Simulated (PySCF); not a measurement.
Match the calculated data to a structure.

All candidates are C7H12BF.

| technique | computed result |
| --- | --- |
| XPS | B1s 195.4, C1s 289.8 (×2), C1s 290.0, C1s 290.0, C1s 290.5, C1s 290.6, C1s 292.7, F1s 692.1 eV [ΔSCF SCAN, pcX-2 on the ionised atom, pcseg-1 elsewhere, spin-free X2C] |
| Dipole | 1.63 D [PBE0/def2-SVPD] |
| 13C NMR | chemical shifts (computed TMS as zero) by class: 159.4 (1 C), 115.6 (1 C), 92.4 (1 C), 38.9 (1 C), 27.8 (1 C), 16.8 (2 C) ppm [GIAO PBE0/pcSseg-1] |
| UV, strongest line | among the 10 lowest singlet transitions: S3 at 6.45 eV (192 nm, f = 0.168) [TDDFT PBE0/def2-SVPD] |
| Rotational structure | rotational constants A, B, C: 2.347, 1.248, 1.113 GHz [PBE0-D3(BJ)/def2-SVP] |
| Valence photoelectron | vertical ionisation energy: 9.21 eV [ΔSCF PBE0/def2-SVPD] |
| Triplet | lowest triplet excitation (Tamm–Dancoff): 4.08 eV [TDA PBE0/def2-SVPD] |
| NMR, other nuclei | isotropic shieldings of nuclei other than C and H, by class: 13 (1 B), 362 (1 F) ppm [GIAO PBE0/pcSseg-1] |
| UV, first state | lowest singlet excitation: 5.73 eV (216 nm, f = 0.007) [TDDFT PBE0/def2-SVPD] |

Electronic properties: PySCF, gas phase, density fitting. Levels stand in brackets. The structure is a single PBE0-D3(BJ)/def2-SVP conformer in the gas phase; no vibrational or solvent corrections. NMR values are class means; diastereotopic atoms form classes of their own.

Question: Which candidate is it?
A. `C=C1C[C@@H](B(C)C)[C@H]1F`
B. `C/C(=C/F)[C@H]1BCCC1`
C. `C=C[C@@H]1BC[C@@H](F)[C@@H]1C`
D. `C=C[C@@H]1BC[C@H](F)[C@@H]1C`
E. `C=C1C[C@@H](B(C)C)[C@@H]1F`

Answer: A. It is `C=C1C[C@@H](B(C)C)[C@H]1F`. Numbering: `[CH2:1]=[C:2]1[CH2:3][C@@H:4]([B:5]([CH3:6])[CH3:7])[C@H:8]1[F:9]`. 7 carbons fall into 6 classes; from least to most shielded: fully substituted alkene carbon [C2] (159.4 ppm), terminal =CH2 carbon [C1] (115.6 ppm), sp3 C–F carbon [C8] (92.4 ppm), ring sp3 carbon bound to boron [C4] (38.9 ppm), allylic carbon [C3] (27.8 ppm), chain sp3 carbon bound to boron [C6/C7] (16.8 ppm, 2 C, up to 5.0 ppm apart in this geometry). The other shieldings belong to: 13 ppm, three-coordinate boron [B5]; 362 ppm, alkyl fluorine [F9]. The core levels belong to: B1s 195.4 eV, three-coordinate boron [B5]; C1s 289.8 eV, sp3 carbon bound to boron [C6/C7]; C1s 290.0 eV, sp3 carbon bound to boron [C4]; C1s 290.0 eV, terminal =CH2 carbon [C1]; C1s 290.5 eV, fully substituted alkene carbon [C2]; C1s 290.6 eV, allylic carbon [C3]; C1s 292.7 eV, sp3 C–F carbon [C8]; F1s 692.1 eV, alkyl fluorine [F9]. One atom of each topological class was ionised and stands for its class. The hole state at 290.5 eV has ⟨S²⟩ = 0.84 against 0.75, so that value is less sure. The hole state at 195.4 eV has ⟨S²⟩ = 0.83 against 0.75, so that value is less sure. S1 is mainly HOMO→LUMO (weight 0.78); the largest Löwdin shares of the orbital it empties are 0.32 on the terminal =CH2 carbon, 0.27 on the fully substituted alkene carbon, 0.07 on the allylic carbon and 0.06 on the sp3 C–F carbon, of the orbital it fills 0.23 on the three-coordinate boron, 0.10 on the terminal =CH2 carbon, 0.10 on the fully substituted alkene carbon and 0.09 on the sp3 C–F carbon. The optimised geometry has point group C1 and is an asymmetric top.

The others, at the same levels:
- `C=C1C[C@@H](B(C)C)[C@@H]1F` fails: its computed 13C shifts are 157.2 (1 C), 112.8 (1 C), 91.6 (1 C), 46.0 (1 C), 27.0 (1 C), 13.3 (2 C) ppm, rotational constant A is 2.650 GHz (against 2.347 GHz) and smallest rotational constant is 0.803 GHz (against 1.113 GHz).
- `C=C[C@@H]1BC[C@H](F)[C@@H]1C` fails: it has 7 carbon classes against 6; its computed 13C shifts are 139.9 (1 C), 131.1 (1 C), 99.5 (1 C), 51.1 (1 C), 44.6 (1 C), 35.0 (1 C), 13.8 (1 C) ppm, lowest singlet excitation is 5.31 eV (234 nm, f = 0.150) (against 5.73 eV) and lowest triplet excitation (Tamm–Dancoff) is 3.61 eV (against 4.08 eV).
- `C=C[C@@H]1BC[C@@H](F)[C@@H]1C` fails: it has 7 carbon classes against 6; its computed 13C shifts are 138.9 (1 C), 128.3 (1 C), 99.5 (1 C), 47.6 (1 C), 43.9 (1 C), 36.3 (1 C), 15.3 (1 C) ppm, lowest singlet excitation is 5.33 eV (233 nm, f = 0.141) (against 5.73 eV) and lowest triplet excitation (Tamm–Dancoff) is 3.70 eV (against 4.08 eV).
- `C/C(=C/F)[C@H]1BCCC1` fails: it has 7 carbon classes against 6; its computed 13C shifts are 149.6 (1 C), 126.8 (1 C), 51.4 (1 C), 35.8 (1 C), 33.1 (1 C), 28.7 (1 C), 18.1 (1 C) ppm, lowest singlet excitation is 4.65 eV (267 nm, f = 0.001) (against 5.73 eV) and vertical ionisation energy is 8.59 eV (against 9.21 eV).

Each candidate is one conformer, not necessarily the lowest. Dipoles, sizes and rotational constants follow the conformer. The torsions of the flexible species, by atom-mapped SMILES:
- `[CH2:1]=[C:2]1[CH2:3][C@@H:4]([B:5]([CH3:6])[CH3:7])[C@H:8]1[F:9]`: C3–C4–B5–C6 13°
- `[CH2:1]=[C:2]1[CH2:3][C@@H:4]([B:5]([CH3:6])[CH3:7])[C@@H:8]1[F:9]`: C3–C4–B5–C6 142°

The conformers of `C=C[C@@H]1BC[C@H](F)[C@@H]1C`, `C=C[C@@H]1BC[C@@H](F)[C@@H]1C` and `C/C(=C/F)[C@H]1BCCC1` aren't listed.
